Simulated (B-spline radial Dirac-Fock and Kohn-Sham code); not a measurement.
## Energy-loss ionisation edge M5 (3d5/2) of Er

System: atomic erbium in the configuration 1s2 2s2 2p6 3s2 3p6 3d10 4s2 4p6 4d10 4f12 5s2 5p6 6s2. Model: the first Born approximation with generalised oscillator strengths from a Dirac-Hartree-Slater potential (longitudinal and transverse terms; continuum final states only, so no white lines or fine structure). Program: a radial finite-basis atomic code. The edge is taken at 1409.0 eV (tabulated value).

Partial cross sections σ(β, Δ) in barn, integrated over a window Δ above the edge and up to the collection semi-angle β, for parallel illumination:

```tsv
E₀ (kV)	β (mrad)	Δ = 25 eV	Δ = 50 eV	Δ = 100 eV	Δ = 200 eV	Δ = 300 eV
60	100	287	822	1880	3680	5120
80	5	15.6	45.2	101	189	251
80	20	108	315	717	1370	1860
80	50	202	585	1340	2600	3590
100	5	19.1	55.3	124	232	309
120	5	22.3	64.7	146	272	364
120	10	58.7	171	387	733	991
120	50	179	517	1190	2310	3200
120	100	206	589	1350	2650	3700
200	10	69.3	202	461	882	1200
200	50	153	441	1010	1980	2760
200	100	165	470	1080	2120	2960
300	5	?	?	?	?	?
300	10	76.4	223	511	982	1350
```

Question: Give the row for 300 kV and 5 mrad.

Answer: 43.5 b for 25 eV, 127 b for 50 eV, 288 b for 100 eV, 548 b for 200 eV, 742 b for 300 eV.

Values without a named source are computed, but for edge energies of neutral atoms, which are taken from tables.
